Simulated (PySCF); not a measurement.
**Correlation energy of Xe⁺ (xenon, charge +1)**

[Kr] 4d10 5s2 5p5, 2P determinant. Calculation: PySCF 2.14, in aug-cc-pwCVTZ-DK3; the spin-free X2C one-electron Hamiltonian (Gaussian nucleus). Frozen: [Ar] 3d10; 25 electrons correlated.

MP2 pair energies summed by pair of shells (mhartree):

```tsv
pair	energy	share (%)
4d-4d	-350.15	39.6
4d-5p	-122.15	13.8
4p-4d	-121.90	13.8
5p-5p	-75.81	8.6
4d-5s	-53.28	6.0
5s-5p	-40.89	4.6
4p-4p	-39.39	4.5
4s-4d	-27.15	3.1
4p-5p	-14.62	1.7
4s-4p	-14.46	1.6
4p-5s	-9.89	1.1
5s-5s	-7.08	0.8
4s-4s	-3.26	0.4
4s-5p	-2.01	0.2
4s-5s	-1.31	0.1
```

Total MP2 correlation energy: -883.35 mhartree.

Same-spin part -305.58 and opposite-spin part -577.78 mhartree; SCS-MP2 scales them by 1/3 and 6/5 to -795.19 mhartree.
